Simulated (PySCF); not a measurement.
Relaxation of singlet Ge(OH)₂

Method: PBE0 in PySCF with Ge def2-TZVP, O def2-TZVP, H def2-TZVP; no relativity; density-fitted integrals. A (50,194) grid was used.

A start displaced from a saddle point along its imaginary mode, of C2v symmetry, held to at least that symmetry:

```xyz
5
charge 0 multiplicity 1, angstrom
Ge    0.0100    0.0081    0.0020
O    -0.3839   -0.0141    1.8111
O     0.3492   -0.0141   -1.8181
H    -0.6494   -0.0748    2.7411
H     0.4655   -0.0748   -2.7782
```

Optimiser trace:
```json
{"step": "0", "E − E(last) (kJ/mol)": "209.43", "largest gradient (Eh/bohr)": "0.00471"}
{"step": "1", "E − E(last) (kJ/mol)": "207.43", "largest gradient (Eh/bohr)": "0.00563"}
{"step": "2", "E − E(last) (kJ/mol)": "202.43", "largest gradient (Eh/bohr)": "0.00829"}
{"step": "3", "E − E(last) (kJ/mol)": "191.78", "largest gradient (Eh/bohr)": "0.01149"}
{"step": "4", "E − E(last) (kJ/mol)": "176.03", "largest gradient (Eh/bohr)": "0.01935"}
{"step": "5", "E − E(last) (kJ/mol)": "158.21", "largest gradient (Eh/bohr)": "0.01926"}
{"step": "6", "E − E(last) (kJ/mol)": "117.32", "largest gradient (Eh/bohr)": "0.03089"}
{"step": "7", "E − E(last) (kJ/mol)": "110.53", "largest gradient (Eh/bohr)": "0.02695"}
{"step": "8", "E − E(last) (kJ/mol)": "91.15", "largest gradient (Eh/bohr)": "0.01944"}
{"step": "9", "E − E(last) (kJ/mol)": "74.01", "largest gradient (Eh/bohr)": "0.01532"}
{"step": "10", "E − E(last) (kJ/mol)": "62.31", "largest gradient (Eh/bohr)": "0.01382"}
{"step": "11", "E − E(last) (kJ/mol)": "61.33", "largest gradient (Eh/bohr)": "0.02249"}
{"step": "12", "E − E(last) (kJ/mol)": "57.52", "largest gradient (Eh/bohr)": "0.02031"}
{"step": "13", "E − E(last) (kJ/mol)": "53.32", "largest gradient (Eh/bohr)": "0.01738"}
{"step": "14", "E − E(last) (kJ/mol)": "49.93", "largest gradient (Eh/bohr)": "0.04739"}
{"step": "15", "E − E(last) (kJ/mol)": "37.16", "largest gradient (Eh/bohr)": "0.03278"}
{"step": "16", "E − E(last) (kJ/mol)": "26.22", "largest gradient (Eh/bohr)": "0.01636"}
{"step": "17", "E − E(last) (kJ/mol)": "19.40", "largest gradient (Eh/bohr)": "0.02243"}
{"step": "18", "E − E(last) (kJ/mol)": "11.28", "largest gradient (Eh/bohr)": "0.01996"}
{"step": "19", "E − E(last) (kJ/mol)": "4.57", "largest gradient (Eh/bohr)": "0.00753"}
{"step": "20", "E − E(last) (kJ/mol)": "2.63", "largest gradient (Eh/bohr)": "0.01759"}
{"step": "21", "E − E(last) (kJ/mol)": "0.52", "largest gradient (Eh/bohr)": "0.00285"}
{"step": "22", "E − E(last) (kJ/mol)": "0.10", "largest gradient (Eh/bohr)": "0.00111"}
{"step": "23", "E − E(last) (kJ/mol)": "0.00", "largest gradient (Eh/bohr)": "0.00068"}
{"step": "24", "E − E(last) (kJ/mol)": "0.00", "largest gradient (Eh/bohr)": "0.00024"}
```

It ends at C2v with Ge–O 1.790 Å (×2), O–H 0.961 Å (×2); Ge–O–H 118.8° (×2), O–Ge–O 102.4° (after a last refinement on a finer grid). A frequency run shows a minimum. Other isomers or separated fragments may lie lower.

The relaxation took of the order of 2.1 core-minutes on a shared host.
